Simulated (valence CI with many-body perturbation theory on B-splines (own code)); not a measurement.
**Energy levels of Au LXV**

Computed by configuration interaction combined with many-body perturbation theory (CI+MBPT): five valence electrons over a frozen Dirac-Fock core [Ne], a basis of 9 s, 9 p, 8 d, 6 f, 3 g, 1 h functions for each j, with the one-electron correlation potential Σ1, the two-electron term Σ2, the three-electron term Σ3, Breit, model QED; selected CI, second order for the rest (own B-spline code, finite nucleus).

The last digits are not significant, and no measured levels were compared; by estimate large intervals hold to a few tenths of a per cent, small ones and those within an open d or f shell to about a per cent. Among the levels kept, up to 640 cm⁻¹ of a level comes from second order outside the variational space, and about a tenth of that is noise between levels of different J, which matters for small intervals.

Levels 1 to 45 of 51, with energies above the lowest level, (3s^2 3p1/2^2 3p3/2) J=3/2. "Leading %" is the weight of the configuration and term that name the level; weights of strongly mixed levels are sums over their largest components and can fall short. In the jj column 3d3/2^4 stands for four electrons in 3d with j = 3/2. Lifetimes count E1, E2, E3, M1 and M2 decay at the calculated energies, and are blank where another channel may lead or the interval is too uncertain; long ones can be off by a factor of two.

| No. | Configuration | Term | J | E (eV) | Leading % | Lifetime | Second component | Leading jj |
| --- | --- | --- | --- | --- | --- | --- | --- | --- |
| 1 | 3s2.3p3 | 2P° | 3/2 | 0.0 | 48 |  | 27 % 3s2.3p3 2D° | 3s^2 3p1/2^2 3p3/2 (100 %) |
| 2 | 3s2.3p2.3d | 2D | 3/2 | 249.9 | 42 | 66.2 ps | 33 % 3s2.3p2.3d 4F | 3s^2 3p1/2^2 3d3/2 (100 %) |
| 3 | 3s2.3p2.3d | 2D | 5/2 | 374.8 | 34 | 2.93 ps | 19 % 3s2.3p2.3d 4D | 3s^2 3p1/2^2 3d5/2 (99 %) |
| 4 | 3s2.3p3 | 4S° | 3/2 | 471.9 | 55 | 997 ps | 44 % 3s2.3p3 2D° | 3s^2 3p1/2 3p3/2^2 (99 %) |
| 5 | 3s2.3p3 | 2D° | 5/2 | 484.5 | 99 | 2.11 ns |  | 3s^2 3p1/2 3p3/2^2 (99 %) |
| 6 | 3s2.3p3 | 2P° | 1/2 | 501.3 | 99 | 1.71 ns |  | 3s^2 3p1/2 3p3/2^2 (99 %) |
| 7 | 3s.3p4 | 4P | 5/2 | 665.9 | 66 | 1.71 ps | 28 % 3s.3p4 2D | 3s 3p1/2^2 3p3/2^2 (93 %) |
| 8 | 3s.3p4 | 2P | 3/2 | 697.2 | 32 | 710 fs | 23 % 3s.3p4 2D | 3s 3p1/2^2 3p3/2^2 (64 %) |
| 9 | 3s.3p4 | 2S | 1/2 | 700.3 | 54 | 880 fs | 22 % 3s.3p4 4P | 3s 3p1/2^2 3p3/2^2 (84 %) |
| 10 | 3s2.3p2.3d | 4F | 5/2 | 718.7 | 47 | 90.9 ps | 44 % 3s2.3p2.3d 2F | 3s^2 3p1/2 3p3/2 3d3/2 (99 %) |
| 11 | 3s2.3p2.3d | 4D | 1/2 | 722.5 | 79 | 72.7 ps | 14 % 3s2.3p2.3d 2P | 3s^2 3p1/2 3p3/2 3d3/2 (98 %) |
| 12 | 3s2.3p2.3d | 4F | 3/2 | 723.0 | 31 | 1.98 ps | 28 % 3s2.3p2.3d 4D | 3s^2 3p1/2 3p3/2 3d3/2 (90 %) |
| 13 | 3s2.3p2.3d | 2G | 7/2 | 732.0 | 54 | 517 ps | 26 % 3s2.3p2.3d 2F | 3s^2 3p1/2 3p3/2 3d3/2 (98 %) |
| 14 | 3s2.3p2.3d | 2D | 5/2 | 764.7 | 37 | 191 fs | 24 % 3s2.3p2.3d 2F | 3s^2 3p1/2 3p3/2 3d3/2 (95 %) |
| 15 | 3s2.3p2.3d | 2P | 1/2 | 776.6 | 38 | 140 fs | 30 % 3s2.3p2.3d 4P | 3s^2 3p1/2 3p3/2 3d3/2 (87 %) |
| 16 | 3s2.3p2.3d | 2D | 3/2 | 778.0 | 26 | 96.4 fs | 21 % 3s2.3p2.3d 4P | 3s^2 3p1/2 3p3/2 3d3/2 (74 %) |
| 17 | 3s2.3p2.3d | 4D | 7/2 | 829.1 | 48 | 506 ps | 37 % 3s2.3p2.3d 4F | 3s^2 3p1/2 3p3/2 3d5/2 (100 %) |
| 18 | 3s2.3p2.3d | 2G | 9/2 | 843.0 | 63 | 48.7 ns | 36 % 3s2.3p2.3d 4F | 3s^2 3p1/2 3p3/2 3d5/2 (100 %) |
| 19 | 3s2.3p2.3d | 2P | 3/2 | 843.4 | 46 | 3.34 ps | 23 % 3s2.3p2.3d 4P | 3s^2 3p1/2 3p3/2 3d5/2 (98 %) |
| 20 | 3s2.3p2.3d | 2F | 5/2 | 847.1 | 38 | 4.08 ps | 24 % 3s2.3p2.3d 2D | 3s^2 3p1/2 3p3/2 3d5/2 (98 %) |
| 21 | 3s2.3p2.3d | 2D | 5/2 | 867.7 | 41 | 1.06 ps | 37 % 3s2.3p2.3d 4P | 3s^2 3p1/2 3p3/2 3d5/2 (96 %) |
| 22 | 3s2.3p2.3d | 2F | 7/2 | 869.9 | 64 | 1.52 ps | 17 % 3s2.3p2.3d 4F | 3s^2 3p1/2 3p3/2 3d5/2 (98 %) |
| 23 | 3s2.3p2.3d | 2D | 3/2 | 879.3 | 60 | 2.03 ps | 22 % 3s2.3p2.3d 2P | 3s^2 3p1/2 3p3/2 3d5/2 (98 %) |
| 24 | 3s2.3p2.3d | 2P | 1/2 | 883.3 | 55 | 1.45 ps | 37 % 3s2.3p2.3d 2S | 3s^2 3p1/2 3p3/2 3d5/2 (97 %) |
| 25 | 3s.3p3.3d | 4D° | 5/2 | 911.5 | 29 | 18.3 ps | 18 % 3s.3p3.3d 6D° | 3s 3p1/2^2 3p3/2 3d3/2 (96 %) |
| 26 | 3s.3p3.3d | 4D° | 3/2 | 913.8 | 28 | 6.83 ps | 21 % 3s.3p3.3d 6D° | 3s 3p1/2^2 3p3/2 3d3/2 (96 %) |
| 27 | 3s.3p3.3d | 4P° | 1/2 | 916.4 | 46 | 18.3 ps | 27 % 3s.3p3.3d 6D° | 3s 3p1/2^2 3p3/2 3d3/2 (97 %) |
| 28 | 3s.3p3.3d | 2F° | 7/2 | 923.5 | 23 | 16.7 ps | 22 % 3s.3p3.3d 4F° | 3s 3p1/2^2 3p3/2 3d3/2 (95 %) |
| 29 | 3s.3p3.3d | 2D° | 3/2 | 942.8 | 29 | 920 fs | 11 % 3s.3p3.3d 4D° | 3s 3p1/2^2 3p3/2 3d3/2 (83 %) |
| 30 | 3s.3p3.3d | 2F° | 5/2 | 953.7 | 20 | 554 fs | 18 % 3s.3p3.3d 4G° | 3s 3p1/2^2 3p3/2 3d3/2 (73 %) |
| 31 | 3s.3p3.3d | 4D° | 1/2 | 959.1 | 41 | 438 fs | 26 % 3s.3p3.3d 2P° | 3s 3p1/2^2 3p3/2 3d3/2 (86 %) |
| 32 | 3s2.3p3 | 2P° | 3/2 | 975.5 | 50 | 75.2 ps | 28 % 3s2.3p3 2D° | 3s^2 3p3/2^3 (98 %) |
| 33 | 3s2.3p.3d2 | 4G° | 5/2 | 985.0 | 38 | 264 fs | 26 % 3s2.3p.3d2 2F° | 3s^2 3p1/2 3d3/2^2 (73 %) |
| 34 | 3s.3p3.3d | 4F° | 9/2 | 1022.1 | 50 | 21.7 ps | 28 % 3s.3p3.3d 6D° | 3s 3p1/2^2 3p3/2 3d5/2 (99 %) |
| 35 | 3s2.3p.3d2 | 2P° | 1/2 | 1031.0 | 40 | 148 fs | 34 % 3s2.3p.3d2 4D° | 3s^2 3p1/2 3d3/2^2 (86 %) |
| 36 | 3s2.3p.3d2 | 2D° | 3/2 | 1034.6 | 34 | 98.6 fs | 27 % 3s2.3p.3d2 4F° | 3s^2 3p1/2 3d3/2^2 (82 %) |
| 37 | 3s.3p3.3d | 4D° | 5/2 | 1040.8 | 30 | 1.57 ps | 20 % 3s.3p3.3d 4P° | 3s 3p1/2^2 3p3/2 3d5/2 (97 %) |
| 38 | 3s.3p3.3d | 4D° | 7/2 | 1048.5 | 32 | 2.03 ps | 22 % 3s.3p3.3d 2F° | 3s 3p1/2^2 3p3/2 3d5/2 (92 %) |
| 39 | 3s.3p3.3d | 2D° | 3/2 | 1052.8 | 34 | 770 fs | 16 % 3s.3p3.3d 4D° | 3s 3p1/2^2 3p3/2 3d5/2 (87 %) |
| 40 | 3s.3p3.3d | 2F° | 7/2 | 1066.6 | 29 | 504 fs | 16 % 3s.3p3.3d 4D° | 3s 3p1/2^2 3p3/2 3d5/2 (87 %) |
| 41 | 3s.3p3.3d | 2P° | 1/2 | 1077.1 | 47 | 2.01 ps | 32 % 3s.3p3.3d 4D° | 3s 3p1/2^2 3p3/2 3d5/2 (96 %) |
| 42 | 3s.3p3.3d | 2F° | 5/2 | 1081.8 | 19 | 659 fs | 17 % 3s.3p3.3d 2D° | 3s 3p1/2^2 3p3/2 3d5/2 (77 %) |
| 43 | 3s.3p3.3d | 2P° | 3/2 | 1084.2 | 19 | 558 fs | 12 % 3s.3p3.3d 4P° | 3s 3p1/2^2 3p3/2 3d5/2 (84 %) |
| 44 | 3s2.3p.3d2 | 4G° | 7/2 | 1096.7 | 54 | 1.93 ps | 14 % 3s2.3p.3d2 2G° | 3s^2 3p1/2 3d3/2 3d5/2 (96 %) |
| 45 | 3s2.3p.3d2 | 2D° | 5/2 | 1101.1 | 24 | 1.44 ps | 19 % 3s2.3p.3d2 4D° | 3s^2 3p1/2 3d3/2 3d5/2 (95 %) |

The ionisation energy to 3s2.3p2 3P_0 of the next ion comes out as 7132.7 eV (NIST: 7130 ± 24 eV (theoretical)). All 51 levels together are meant to be complete up to 1152.3 eV.
